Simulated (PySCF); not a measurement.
# Two-component Hartree-Fock for Se⁷⁺ (selenium, charge +7)

Start: [Ar] 3d9; 3d3/2 filled at m_j = -3/2, -1/2, +1/2, +3/2; 3d5/2 filled at m_j = -3/2, -1/2, +1/2, +3/2, +5/2. Calculated with PySCF 2.14 in an even-tempered Gaussian basis (18 s from 0.34 bohr⁻², ratio 2.8; 13 p from 0.45 bohr⁻², ratio 2.8; 9 d from 0.45 bohr⁻², ratio 2.8; 4 f from 3.5 bohr⁻², ratio 3): generalised Hartree-Fock with the X2C-1e Hamiltonian and a Gaussian nucleus; spin-orbit coupling (SO) screened by Boettger's factors.

| spinor shell | electrons | ε, screened SO (eV) | weight of nominal j (screened SO) | rms radius, screened SO (bohr) |
| --- | --- | --- | --- | --- |
| 1s1/2 | 2 | -12864.3 | 1.000 | 0.0508 |
| 2s1/2 | 2 | -1821.8 | 1.000 | 0.212 |
| 2p1/2 | 2 | -1642.2 | 1.000 | 0.187 |
| 2p3/2 | 4 | -1598.8 | 1.000 | 0.190 |
| 3s1/2 | 2 | -369.52 | 1.000 | 0.606 |
| 3p1/2 | 2 | -307.19 | 0.971 | 0.617 |
| 3d3/2 | 4 | -191.63 | 0.881 | 0.649 |
| 3d5/2 | 5 | -189.55 | 0.905 | 0.653 |

Task: Where does 3p3/2 lie, and what is the 3p spin-orbit splitting (screened SO)?

Result: At -298.48 eV, 8.714 eV above 3p1/2.

```
   quantity  screened SO
E (hartree)  -2413.31258
        M_J          5/2
       ⟨J²⟩        8.751
       ⟨L²⟩        6.004
       ⟨S²⟩        0.753
```

Each row is a mean over spinors that exchange with the open shell spreads, by up to 10.173 eV (3p3/2).

Rows whose weight is well below 1 are mixtures of j = l ± 1/2: exchange outweighs spin-orbit coupling there, and the label is only the starting occupation.
